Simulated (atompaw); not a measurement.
Pseudopotential generation for gold: PAW (atompaw), PBEsol, scalar-relativistic.

Input for atompaw 4.2.0.5:

```
Au 79
GGA-PBESOL scalarrelativistic loggrid 2001 logderivrange -8 5 326
6 6 5 4 0 0
6 0 0
6 1 0
5 2 9
0 0 0
c
c
c
c
c
v
c
c
c
v
v
c
c
v
c
2
2.15 1.85 1.60 1.25
y
-0.4
n
n
y
-1.35
n
custom rrkj gramschmidtortho sinc
3 0 troulliermartins
2.15
2.15
1.55
2.15
2.15
1.40
PWSCFOUT
UPFDX 0.0125d0 UPFXMIN -7.d0 UPFZMESH 79.d0
END
```

Command:

```bash
atompaw < Au.input > Au.log
```

Resulting log (summary file):

```
[... start of the log left out ...]
   Valence                  :     -885.82437231362860

 PAW parameters:
       lmax =            2
         rc =    2.1604409662260693
        irc =         1475
   rc_shape =    1.8575290479498390
    rc_vloc =    1.6080906195784230
    rc_core =    1.2558912458143201
   Vloc: Norm-conserving Troullier-Martins with l= 3;e=   0.0000E+00
   Projector type: RRKJ pseudization + Gram-Schmidt ortho.
   Sinc^2 compensation charge shape zeroed at   1.8575E+00

 Number of basis functions     6
 No.   n  nodes  l      Energy         Cp coeff         Occ
  1    6    5    0   -0.1672522E+01  0.1000000E+01  0.0000000E+00
  2  999    6    0   -0.4000000E+00  0.5559020E-02  0.0000000E+00
  3    5    3    1   -0.5977077E+01  0.1000000E+01  0.6000000E+01
  4    6    4    1   -0.1065433E+01  0.1092098E+01  0.0000000E+00
  5    5    2    2   -0.2011279E+01  0.1000000E+01  0.9000000E+01
  6  999    3    2   -0.1350000E+01  0.1225110E+01  0.0000000E+00

 Eigenvalues of overlap operator (in the basis of projectors):
    1       -5.67721522E+01
    2        1.43901323E-01
    3        2.38942064E-01
    4        4.62381744E-01
    5        1.98505239E+00
    6        8.39120490E+02

The overlap operator has at least one negative eigenvalue!
It might be not positive definite...
Program is stopping.
This probably means that your projectors are too similar
or that your PAW basis is incomplete.
Advice: try to change your input parameters (f.i. : reference energies).
```

The run stopped because the overlap operator built from these waves and projectors is not positive definite.

The run took about 14 s on one core of a shared server CPU.
